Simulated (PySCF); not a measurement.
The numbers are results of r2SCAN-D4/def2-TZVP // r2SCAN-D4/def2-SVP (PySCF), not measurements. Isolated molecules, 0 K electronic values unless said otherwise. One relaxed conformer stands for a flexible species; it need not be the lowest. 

Reference species (SMILES): `CO[Si](N)(N)N` (neutral, multiplicity 1).

```json
{
 "HOMO": "-5.68 eV",
 "HOMO–LUMO gap": "6.36 eV"
}
```

Changed species: `N[Si](N)(N)N` (0 of 4 NH2 replaced by OCH3; the reference has 1 of 4 NH2 replaced by OCH3).

### Question
What does the change do to the HOMO and HOMO–LUMO gap?

### Answer
the HOMO goes up by 0.08 eV, to -5.60 eV; the HOMO–LUMO gap drops by 0.07 eV, to 6.29 eV.
